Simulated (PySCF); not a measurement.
**Krypton: a sound run and one with changed settings**

Sound run: Kr [Kr], Kr⁺ [Ar] 3d10 4s2 4p5. Computed with PySCF 2.14 in def2-SVP (5s4p3d, 32 functions), with no relativity, point nucleus. The sound run starts from symmetry-adapted Hartree-Fock orbitals and uses a fine grid where one is needed.

Changed run: 14 angular points. This setting is unsound on purpose.

| species | method | sound run (hartree) | changed run (hartree) | converged |
| --- | --- | --- | --- | --- |
| Kr | UHF | -2751.66988 | -2751.66988 | yes |
| Kr | B3LYP | -2753.45479 | -2753.45479 | yes |
| Kr | LDA | -2749.73460 | -2749.73460 | yes |
| Kr⁺ | UHF | -2751.18533 | -2751.18533 | yes |
| Kr⁺ | B3LYP | -2752.93523 | -2752.93519 | yes |
| Kr⁺ | LDA | -2749.20846 | -2749.20894 | yes |

Ionisation energy of Kr:

```json
{"method": "UHF", "sound run (eV)": "13.185", "changed run (eV)": "13.185"}
{"method": "B3LYP", "sound run (eV)": "14.138", "changed run (eV)": "14.139"}
{"method": "LDA", "sound run (eV)": "14.317", "changed run (eV)": "14.304"}
```

A coarse angular grid integrates products of high-l functions wrongly, so density functionals can shift, and the SCF can exploit the error; Hartree-Fock and MP2 need no grid.

For comparison, NIST gives 14.000 eV between the lowest levels.
